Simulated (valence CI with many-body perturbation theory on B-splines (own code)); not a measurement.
# W⁶⁸⁺: electric-dipole lines

Level of theory: valence CI with perturbative core correlation (CI+MBPT): four valence electrons over a frozen Dirac-Fock core [He], a basis of 11 s, 11 p, 9 d, 7 f, 5 g, 2 h, 1 i functions for each j, with the one-electron correlation potential Σ1, the two-electron term Σ2, the three-electron term Σ3, Breit, model QED; selected CI, second order for the rest (own B-spline code, finite nucleus).

The last digits are not significant, and no measured levels were compared; by estimate large intervals hold to a few tenths of a per cent, small ones and those within an open d or f shell to about a per cent. Among the levels kept, up to 270 cm⁻¹ of a level comes from second order outside the variational space, and about a tenth of that is noise between levels of different J, which matters for small intervals.

Lines 101 to 150 of 249 in falling wavelength, among levels below 12874 eV, chosen from the strongest by gf and those to the six lowest levels. Wavelengths and rates use the calculated energies. Electric multipoles are in the length gauge, E1 and E2 with the static RPA response of the core. Weak lines are less certain than strong ones. Lines between different terms over intervals too small for the method are left out, as are lines whose strength nearly cancels. The highest levels of a list are the least certain.

Levels are named by their leading jj configuration (3d3/2^4 stands for four electrons in 3d with j = 3/2), which in mixed levels can hold well under half, so a name can repeat and another be missing. Letters in brackets count levels of one name in rising energy.

| λ vac (nm) | Upper | Lower | A (s⁻¹) | S (a.u.) with core polarisation | S without |
| --- | --- | --- | --- | --- | --- |
| 0.6664 | (2p1/2 2p3/2^3) J=2 | (2s 2p1/2 2p3/2^2) J=3 | 4.99e+12 | 3.64e-03 | 3.65e-03 |
| 0.1396 | (2s 2p1/2^2 3s) J=1 | (2s 2p1/2^2 2p3/2) J=1 | 3.43e+13 | 1.38e-04 | 1.38e-04 |
| 0.1390 | (2p1/2^2 2p3/2 3s) J=2 | (2p1/2^2 2p3/2^2) J=2 | 1.14e+14 | 7.54e-04 | 7.53e-04 |
| 0.1390 | (2s 2p1/2^2 3s) J=0 | (2s 2p1/2^2 2p3/2) J=1 | 2.13e+14 | 2.83e-04 | 2.82e-04 |
| 0.1389 | (2p1/2^2 2p3/2 3s) J=1 | (2p1/2^2 2p3/2^2) J=2 | 1.86e+14 | 7.39e-04 | 7.38e-04 |
| 0.1384 | (2s 2p1/2 2p3/2 3s) J=3 | (2s 2p1/2 2p3/2^2) J=3 | 1.04e+14 | 9.50e-04 | 9.49e-04 |
| 0.1382 | (2s 2p1/2^2 3s) J=1 | (2s 2p1/2^2 2p3/2) J=2 | 1.94e+14 | 7.59e-04 | 7.58e-04 |
| 0.1380 | (2s^2 2p1/2 3s) J=1 | (2s^2 2p1/2 2p3/2) J=2 | 1.89e+14 | 7.37e-04 | 7.36e-04 |
| 0.1380 | (2s 2p1/2 2p3/2 3s) J=2 [b] | (2s 2p1/2 2p3/2^2) J=3 | 1.60e+14 | 1.04e-03 | 1.03e-03 |
| 0.1378 | (2s^2 2p1/2 3s) J=0 | (2s^2 2p1/2 2p3/2) J=1 | 2.30e+14 | 2.97e-04 | 2.97e-04 |
| 0.1378 | (2s^2 2p1/2 3s) J=1 | (2s^2 2p1/2 2p3/2) J=1 | 3.72e+13 | 1.44e-04 | 1.44e-04 |
| 0.1378 | (2s^2 2p3/2 3s) J=2 | (2s^2 2p3/2^2) J=2 | 1.18e+14 | 7.62e-04 | 7.61e-04 |
| 0.1376 | (2s^2 2p3/2 3s) J=1 | (2s^2 2p3/2^2) J=2 | 1.95e+14 | 7.52e-04 | 7.51e-04 |
| 0.1308 | (2s 2p1/2^2 3d3/2) J=1 | (2s 2p1/2^2 2p3/2) J=1 | 1.94e+14 | 6.44e-04 | 6.44e-04 |
| 0.1307 | (2s 2p1/2^2 3d3/2) J=2 | (2s 2p1/2^2 2p3/2) J=1 | 7.36e+12 | 4.06e-05 | 4.06e-05 |
| 0.1296 | (2s 2p1/2 2p3/2 3d3/2) J=2 [a] | (2s 2p1/2 2p3/2^2) J=2 [a] | 1.37e+14 | 7.37e-04 | 7.37e-04 |
| 0.1296 | (2s 2p1/2^2 3d3/2) J=1 | (2s 2p1/2^2 2p3/2) J=2 | 4.43e+13 | 1.43e-04 | 1.43e-04 |
| 0.1295 | (2s^2 2p1/2 3d3/2) J=2 | (2s^2 2p1/2 2p3/2) J=2 | 2.40e+14 | 1.29e-03 | 1.29e-03 |
| 0.1295 | (2s 2p1/2^2 3d3/2) J=2 | (2s 2p1/2^2 2p3/2) J=2 | 2.75e+14 | 1.48e-03 | 1.48e-03 |
| 0.1294 | (2s 2p1/2 2p3/2 3d3/2) J=2 [b] | (2s 2p1/2 2p3/2^2) J=3 | 1.94e+14 | 1.04e-03 | 1.04e-03 |
| 0.1293 | (2s 2p1/2 2p3/2 3d5/2) J=1 [a] | (2s 2p1/2 2p3/2^2) J=1 [a] | 4.14e+14 | 1.32e-03 | 1.32e-03 |
| 0.1293 | (2s^2 2p1/2 3d3/2) J=2 | (2s^2 2p1/2 2p3/2) J=1 | 2.63e+13 | 1.40e-04 | 1.40e-04 |
| 0.1293 | (2s 2p1/2 2p3/2 3d5/2) J=3 [b] | (2s 2p1/2 2p3/2^2) J=2 [b] | 1.33e+14 | 9.89e-04 | 9.89e-04 |
| 0.1292 | (2s^2 2p1/2 3d3/2) J=1 | (2s^2 2p1/2 2p3/2) J=2 | 4.17e+13 | 1.33e-04 | 1.33e-04 |
| 0.1292 | (2s 2p1/2 2p3/2 3d5/2) J=2 [b] | (2s 2p1/2 2p3/2^2) J=1 [b] | 3.98e+14 | 2.12e-03 | 2.12e-03 |
| 0.1291 | (2s 2p1/2 2p3/2 3d5/2) J=2 [b] | (2s 2p1/2 2p3/2^2) J=2 [b] | 6.49e+14 | 3.45e-03 | 3.45e-03 |
| 0.1291 | (2s^2 2p3/2 3d3/2) J=2 | (2s^2 2p3/2^2) J=2 | 1.38e+14 | 7.35e-04 | 7.36e-04 |
| 0.1290 | (2s 2p1/2 2p3/2 3d5/2) J=1 [b] | (2s 2p1/2 2p3/2^2) J=1 [b] | 1.05e+15 | 3.35e-03 | 3.35e-03 |
| 0.1290 | (2s 2p1/2 2p3/2 3d5/2) J=1 [a] | (2s 2p1/2 2p3/2^2) J=0 | 1.00e+15 | 3.18e-03 | 3.18e-03 |
| 0.1290 | (2s^2 2p3/2 3d3/2) J=3 | (2s^2 2p3/2^2) J=2 | 2.89e+13 | 2.14e-04 | 2.14e-04 |
| 0.1289 | (2s 2p1/2 2p3/2 3d5/2) J=1 [b] | (2s 2p1/2 2p3/2^2) J=2 [b] | 3.06e+14 | 9.70e-04 | 9.71e-04 |
| 0.1289 | (2s 2p1/2^2 3d5/2) J=2 | (2s 2p1/2^2 2p3/2) J=1 | 1.35e+15 | 7.12e-03 | 7.12e-03 |
| 0.1289 | (2s^2 2p1/2 3d3/2) J=1 | (2s^2 2p1/2 2p3/2) J=1 | 2.29e+14 | 7.26e-04 | 7.26e-04 |
| 0.1289 | (2s^2 2p3/2 3d3/2) J=1 | (2s^2 2p3/2^2) J=2 | 2.91e+14 | 9.22e-04 | 9.23e-04 |
| 0.1289 | (2s 2p1/2 2p3/2 3d5/2) J=0 | (2s 2p1/2 2p3/2^2) J=1 [b] | 1.53e+15 | 1.61e-03 | 1.61e-03 |
| 0.1280 | (2s^2 2p3/2 3d5/2) J=1 | (2s^2 2p3/2^2) J=0 | 1.55e+15 | 4.83e-03 | 4.83e-03 |
| 0.1280 | (2s 2p1/2^2 3d5/2) J=3 | (2s 2p1/2^2 2p3/2) J=2 | 1.51e+15 | 1.09e-02 | 1.09e-02 |
| 0.1280 | (2s 2p1/2 2p3/2 3d5/2) J=3 [b] | (2s 2p1/2 2p3/2^2) J=3 | 1.16e+15 | 8.43e-03 | 8.44e-03 |
| 0.1279 | (2s 2p1/2 2p3/2 3d5/2) J=4 [b] | (2s 2p1/2 2p3/2^2) J=3 | 1.95e+15 | 1.81e-02 | 1.81e-02 |
| 0.1279 | (2s 2p1/2 2p3/2 3d5/2) J=2 [a] | (2s 2p1/2 2p3/2^2) J=2 [a] | 6.64e+14 | 3.43e-03 | 3.43e-03 |
| 0.1279 | (2s^2 2p1/2 3d5/2) J=2 | (2s^2 2p1/2 2p3/2) J=2 | 1.59e+14 | 8.21e-04 | 8.21e-04 |
| 0.1279 | (2s 2p1/2 2p3/2 3d5/2) J=3 [a] | (2s 2p1/2 2p3/2^2) J=2 [a] | 2.01e+15 | 1.45e-02 | 1.45e-02 |
| 0.1278 | (2s 2p1/2 2p3/2 3d5/2) J=2 [b] | (2s 2p1/2 2p3/2^2) J=3 | 2.14e+14 | 1.10e-03 | 1.10e-03 |
| 0.1278 | (2s^2 2p1/2 3d5/2) J=3 | (2s^2 2p1/2 2p3/2) J=2 | 1.51e+15 | 1.09e-02 | 1.09e-02 |
| 0.1278 | (2s 2p1/2^2 3d5/2) J=2 | (2s 2p1/2^2 2p3/2) J=2 | 1.14e+14 | 5.86e-04 | 5.86e-04 |
| 0.1278 | (2s 2p1/2 2p3/2 3d3/2) J=2 [d] | (2s 2p1/2 2p3/2^2) J=2 [a] | 2.81e+14 | 1.45e-03 | 1.45e-03 |
| 0.1277 | (2s 2p1/2 2p3/2 3p3/2) J=3 [a] | (2s^2 2p3/2^2) J=2 | 4.75e+13 | 3.41e-04 | 3.42e-04 |
| 0.1276 | (2s^2 2p1/2 3d5/2) J=2 | (2s^2 2p1/2 2p3/2) J=1 | 1.38e+15 | 7.07e-03 | 7.07e-03 |
| 0.1276 | (2s^2 2p3/2 3d5/2) J=2 | (2s^2 2p3/2^2) J=2 | 1.10e+15 | 5.66e-03 | 5.67e-03 |
| 0.1274 | (2s 2p1/2 2p3/2 3d5/2) J=3 [b] | (2s 2p1/2 2p3/2^2) J=2 [a] | 1.84e+14 | 1.32e-03 | 1.32e-03 |
